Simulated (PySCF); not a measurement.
AlH4, SMILES [AlH4-], charge -1. Atoms are numbered in the order given.

```xyz
5

Al     0.0000     0.0000     0.0000
H      0.9506     0.9506     0.9506
H     -0.9506     0.9506    -0.9506
H     -0.9506    -0.9506     0.9506
H      0.9506    -0.9506    -0.9506
```
Charge -1, spin multiplicity 1.

Geometry: PBE0-D3(BJ)/def2-TZVPD. The isomer is the one that the SMILES or the coordinates give; other isomers of the formula were not compared.

Two levels are set side by side: PBE/pcSseg-2 (PySCF) and PBE0/pcSseg-2 (PySCF). GIAO shifts against TMS (¹H) at the same level; non-relativistic, no solvent, atoms listed together averaged. Differences are taken from unrounded values.

```csv
quantity,PBE0,PBE,PBE minus PBE0
"δ(¹H) of H2, H3, H4, H5 (ppm)",3.48,3.51,0.03
```

Here PBE gives about what the other level gives.

Rough cost on one machine, each run with all the roots and properties that it gave: PBE0 against PBE within a factor of 2.
